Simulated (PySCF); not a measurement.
Record of a relaxation.

Species: C3H12O2Si3.
Numbering: `[CH2:1]=[C:2]([CH3:3])[SiH2:4][O:5][SiH2:6][O:7][SiH3:8]` (hydrogens: H9, H10 on C1; H11, H12, H13 on C3; H14, H15 on Si4; H16, H17 on Si6; H18, H19, H20 on Si8)

Computed by this run: PBE0-D3(BJ)/def2-SVP geometry optimisation, gas phase (PySCF); density fitting, grid level 1; the optimiser is geomeTRIC in internal coordinates, started from a GFN2-xTB structure with every atom displaced at random (about 0.01 Å). 6 of its 20 geometries are shown. The frame can shift and turn from step to step; on so coarse a grid that alone can change the energy by a few meV, and forces under 0.02 eV/Å are noise.

Step 0: E = -31005.9767 eV, largest atomic force 2.589 eV/Å
```
atom  x, y, z in Å  |  force x, y, z in eV/Å
C1     -1.044   -1.541   -0.590   -1.072   2.016   0.213
C2     -1.584   -0.309   -0.425    0.188  -0.289  -0.034
C3     -2.745    0.177   -1.270    0.839   0.209   1.075
Si4    -0.890    0.908    0.867   -2.498  -0.541  -0.407
O5      0.296    0.254    1.709    0.598  -0.493   0.886
Si6     1.802   -0.315    1.763    0.779  -0.006   0.352
O7      2.563   -0.113    0.348    0.248  -0.172   0.247
Si8     2.610    0.410   -1.193   -0.409   0.018  -0.055
H9     -0.241   -1.859    0.024    1.033  -0.554   0.644
H10    -1.444   -2.211   -1.323   -0.236  -0.695  -0.604
H11    -3.085   -0.596   -1.934   -0.346  -0.563  -0.660
H12    -2.415    1.049   -1.835   -0.084   0.311  -0.369
H13    -3.579    0.498   -0.632   -0.159   0.046   0.037
H14    -1.932    1.187    1.917   -0.082   0.201  -0.374
H15    -0.455    2.119    0.215    0.253   0.927  -0.506
H16     2.529    0.485    2.756    0.225  -0.024   0.440
H17     1.723   -1.744    1.986    0.060  -0.735   0.400
H18     1.575   -0.309   -1.958   -0.155  -0.111  -0.400
H19     3.955    0.073   -1.601    0.777   0.015  -0.670
H20     2.311    1.852   -1.204    0.041   0.439  -0.215
```

Step 4: E = -31006.3827 eV, largest atomic force 0.116 eV/Å
```
atom  x, y, z in Å  |  force x, y, z in eV/Å
C1     -1.109   -1.521   -0.475   -0.010  -0.009   0.001
C2     -1.618   -0.286   -0.380   -0.004  -0.032  -0.018
C3     -2.710    0.211   -1.283   -0.002   0.020  -0.013
Si4    -0.955    0.892    0.916   -0.043   0.103  -0.031
O5      0.296    0.206    1.754    0.011  -0.061   0.057
Si6     1.842   -0.359    1.775    0.066  -0.014   0.023
O7      2.576   -0.119    0.321    0.006  -0.005   0.011
Si8     2.614    0.405   -1.248   -0.001   0.014  -0.049
H9     -0.320   -1.879    0.192    0.015   0.006   0.024
H10    -1.467   -2.237   -1.226   -0.014   0.004  -0.012
H11    -3.048   -0.568   -1.983   -0.002  -0.018  -0.004
H12    -2.375    1.078   -1.878    0.006   0.002   0.017
H13    -3.587    0.550   -0.705   -0.002  -0.001   0.005
H14    -2.024    1.259    1.892   -0.004  -0.006  -0.003
H15    -0.482    2.143    0.243   -0.013   0.003  -0.003
H16     2.600    0.374    2.824    0.000  -0.003  -0.005
H17     1.810   -1.820    2.053   -0.007   0.004  -0.002
H18     1.653   -0.378   -2.080    0.006   0.000   0.001
H19     3.996    0.216   -1.773   -0.001   0.001  -0.001
H20     2.253    1.853   -1.318   -0.007  -0.007   0.001
```

Step 8: E = -31006.3937 eV, largest atomic force 0.259 eV/Å
```
atom  x, y, z in Å  |  force x, y, z in eV/Å
C1     -0.840   -1.340   -0.531   -0.154  -0.019  -0.048
C2     -1.427   -0.152   -0.334   -0.042   0.012   0.040
C3     -2.430    0.425   -1.292    0.048  -0.010   0.041
Si4    -0.977    0.864    1.178    0.213  -0.121   0.085
O5      0.335    0.182    1.944   -0.062   0.025  -0.058
Si6     1.925   -0.240    1.776   -0.090   0.032  -0.021
O7      2.400   -0.113    0.204   -0.005   0.031  -0.047
Si8     2.101    0.005   -1.424   -0.010   0.076   0.029
H9     -0.119   -1.765    0.172    0.000  -0.010   0.044
H10    -1.069   -1.945   -1.416    0.007  -0.046   0.003
H11    -2.605   -0.240   -2.150   -0.006  -0.012  -0.023
H12    -2.094    1.403   -1.675    0.003   0.000  -0.017
H13    -3.400    0.600   -0.796   -0.004   0.003   0.004
H14    -2.102    0.912    2.153   -0.049  -0.007   0.022
H15    -0.661    2.263    0.756    0.012   0.025  -0.025
H16     2.752    0.678    2.601    0.023  -0.008  -0.011
H17     2.085   -1.656    2.206   -0.026   0.009   0.025
H18     1.758   -1.330   -1.996    0.018   0.007  -0.003
H19     3.339    0.516   -2.079    0.025   0.001  -0.003
H20     0.974    0.954   -1.675    0.100   0.013  -0.038
```

Step 11: E = -31006.4261 eV, largest atomic force 0.051 eV/Å
```
atom  x, y, z in Å  |  force x, y, z in eV/Å
C1     -0.996   -1.449   -0.432    0.009   0.004   0.050
C2     -1.479   -0.205   -0.312   -0.006  -0.003  -0.042
C3     -2.445    0.383   -1.298    0.000   0.012   0.001
Si4    -0.940    0.865    1.133    0.010  -0.001  -0.006
O5      0.345    0.160    1.912   -0.028  -0.008   0.030
Si6     1.925   -0.287    1.747    0.026   0.005  -0.016
O7      2.438   -0.073    0.196   -0.030   0.021  -0.005
Si8     2.195    0.160   -1.426    0.021  -0.012   0.009
H9     -0.304   -1.873    0.302    0.006  -0.014  -0.010
H10    -1.284   -2.103   -1.265    0.006   0.006   0.004
H11    -2.685   -0.323   -2.108   -0.001   0.001   0.006
H12    -2.037    1.302   -1.753    0.000  -0.001  -0.004
H13    -3.390    0.671   -0.807   -0.002   0.005  -0.004
H14    -2.050    1.026    2.118    0.011  -0.005  -0.003
H15    -0.554    2.220    0.627   -0.013  -0.002  -0.004
H16     2.764    0.559    2.636    0.002  -0.008   0.002
H17     2.037   -1.727    2.104   -0.001  -0.002  -0.003
H18     1.829   -1.123   -2.094   -0.005  -0.005   0.004
H19     3.468    0.673   -2.010   -0.005   0.004  -0.004
H20     1.110    1.162   -1.649    0.000   0.003  -0.004
```

Step 15: E = -31006.4289 eV, largest atomic force 0.047 eV/Å
```
atom  x, y, z in Å  |  force x, y, z in eV/Å
C1     -0.997   -1.488   -0.342    0.000   0.003  -0.016
C2     -1.440   -0.224   -0.287    0.001  -0.001   0.018
C3     -2.319    0.373   -1.346    0.002   0.001   0.000
Si4    -0.946    0.852    1.170   -0.002  -0.011  -0.004
O5      0.329    0.151    1.974    0.017   0.019  -0.006
Si6     1.909   -0.272    1.731    0.002  -0.027  -0.001
O7      2.349   -0.023    0.163   -0.021   0.042   0.010
Si8     2.087    0.200   -1.456    0.008  -0.013  -0.004
H9     -0.363   -1.915    0.443    0.000   0.001   0.003
H10    -1.257   -2.155   -1.173   -0.002  -0.001   0.001
H11    -2.562   -0.355   -2.136   -0.001  -0.003  -0.001
H12    -1.832    1.243   -1.818    0.000  -0.002   0.000
H13    -3.268    0.741   -0.920    0.000  -0.001   0.002
H14    -2.070    1.000    2.139   -0.007  -0.002  -0.002
H15    -0.568    2.212    0.671    0.007   0.000   0.002
H16     2.775    0.567    2.600    0.000   0.004  -0.001
H17     2.056   -1.716    2.057   -0.004   0.000  -0.002
H18     1.748   -1.095   -2.116   -0.002   0.001  -0.002
H19     3.338    0.748   -2.054    0.004  -0.007   0.000
H20     0.977    1.175   -1.677   -0.002  -0.001   0.004
```

Step 19: E = -31006.4294 eV, largest atomic force 0.024 eV/Å
```
atom  x, y, z in Å  |  force x, y, z in eV/Å
C1     -0.970   -1.491   -0.341    0.004  -0.002   0.008
C2     -1.433   -0.235   -0.278   -0.002   0.003  -0.010
C3     -2.326    0.352   -1.331   -0.003  -0.003   0.002
Si4    -0.957    0.849    1.180   -0.002   0.000   0.001
O5      0.329    0.177    1.990   -0.003  -0.002   0.002
Si6     1.908   -0.238    1.727   -0.001  -0.009  -0.002
O7      2.321    0.012    0.153    0.009   0.022   0.002
Si8     2.084    0.199   -1.473   -0.004  -0.017  -0.003
H9     -0.326   -1.912    0.439   -0.001   0.000  -0.001
H10    -1.225   -2.158   -1.174    0.001   0.001   0.000
H11    -2.572   -0.381   -2.115    0.001   0.001   0.001
H12    -1.848    1.223   -1.812   -0.001   0.002   0.001
H13    -3.273    0.716   -0.898    0.000   0.000   0.000
H14    -2.091    0.973    2.142    0.004   0.005   0.002
H15    -0.602    2.215    0.682   -0.003   0.000  -0.002
H16     2.780    0.610    2.581    0.002  -0.005   0.002
H17     2.067   -1.681    2.053    0.001  -0.001   0.000
H18     1.742   -1.106   -2.111   -0.002  -0.001   0.002
H19     3.351    0.717   -2.066   -0.003   0.004  -0.001
H20     0.987    1.179   -1.728    0.002   0.002  -0.004
```

Question: Summarise the path.

Answer: The energy falls by 10.44 kcal/mol from step 0 to step 19; nine tenths of that is first reached at step 5. It rises by more than 0.2 meV at step 8. The largest force goes from 2.589 to 0.024 eV/Å. Among the bonds Si4–O5 changes most, from 1.595 to 1.662 Å; the atoms move by 0.577 Å rms after alignment.

What follows is the cost of the whole optimisation. The run took 14 min of wall time on Intel Xeon at 2.50 GHz, one thread, shared host, and the process peaked at 0.97 GiB of memory.
